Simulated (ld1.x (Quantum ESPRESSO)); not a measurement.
What one change does to a pseudopotential (Ho (Z = 67), TM)

- Element: Ho
- Generator: ld1.x (Quantum ESPRESSO) 7.5
- Type: norm-conserving Troullier–Martins (Kleinman–Bylander form)
- Functional: LDA (PZ)
- Relativity: scalar-relativistic
- Frozen core: [Kr] 4d10
- Valence charge: 21
- Reference configuration: 4f11 5s2 5p6 5d0 6s0 6p0 (charge +2)
- Partial waves: 5s (bound): rc 2.15 bohr; 5p (bound): rc 2.50 bohr; 5d (bound, empty): rc 3.20 bohr; 4f (bound): rc 0.75 bohr
- Local potential: the f channel
- Core correction: Bessel-smoothed model core, default radius (core density twice the valence density)

All-electron outer shells of the reference configuration (LDA (PZ), scalar-relativistic, ld1.x):

| shell | level (eV) | outermost node (bohr) | outermost maximum (bohr) |
| --- | --- | --- | --- |
| 4p | -316.56 | 0.27 | 0.51 |
| 4d | -173.22 | 0.25 | 0.52 |
| 5s | -64.93 | 0.62 | 1.13 |
| 5p | -40.32 | 0.66 | 1.29 |
| 4f | -17.59 | – | 0.53 |
| 6s | -14.71 | 1.52 | 2.95 |
| 5d | -13.70 | 0.75 | 1.91 |
| 6p | -10.07 | 1.82 | 3.70 |

Change: wave 5d (bound): rc 3.20 bohr becomes 5d (bound): rc 3.84 bohr.

Cutoffs: the cutoffs (Ry, on a coarse ladder) from which the occupation-weighted sum of valence levels, in a spherical-Bessel basis at the reference potential, stays within 10 and 1 mRy of its value at 400 Ry; they do not see the model core or the augmentation charge, which bear on the density cutoff. Errors are all-electron minus pseudo energies relative to the spin-unpolarised reference configuration.

Problem. What does the change do?

Solution. Both files keep a bound ghost (p, s); of the 8 tests that both files solve, the error grows in 1 and shrinks in 1 by more than 15 % and 0.3 meV (median size 218.5 → 189.8 meV).

| quantity | base | changed |
| --- | --- | --- |
| bound ghosts | s, p | s, p |
| tests counted (converged, no solver errors) | 8 of 9 | 8 of 9 |
| error for 4f11 5s2 5p6 5d0 6s2 6p0, meV [ΔE -18.55 eV] | +270 | +270 |
| error for 4f11 5s2 5p6 5d0 6s1 6p0, meV [ΔE -12.02 eV] | +186 | +186 |
| error for 4f10 5s2 5p6 5d0 6s0 6p0, meV [ΔE 26.29 eV] | +138 | +138 |
| error for 4f11 5s2 5p6 5d1 6s0 6p0, meV [ΔE -9.68 eV] | +0.3 | +21 |
| error for 4f10 5s2 5p6 5d1 6s2 6p0, meV [ΔE -13.91 eV] | +407 | +362 |
| error for 4f10 5s2 5p6 5d1 6s1 6p0, meV [ΔE -6.76 eV] | +251 | +193 |
| error for 4f11 5s2 5p6 5d0 6s0 6p0 (spin-polarised), meV [ΔE -1.57 eV] | -0.9 | -0.9 |
| error for 4f11 5s2 5p6 5d0 6s2 6p0 (spin-polarised), meV [ΔE -20.11 eV] | +268 | +268 |

Base: Tests not counted: 4f9 5s2 5p6 5d0 6s0 6p0 (solver errors, printed error -3975 eV). Changed file: Tests not counted: 4f9 5s2 5p6 5d0 6s0 6p0 (solver errors, printed error -3289 eV). A true bound ghost makes a file unfit for plane-wave use even where its test errors are small: the radial tests pick states by their node count and pass the ghost by. Where a test does run into it, the solver fails or the error is huge.
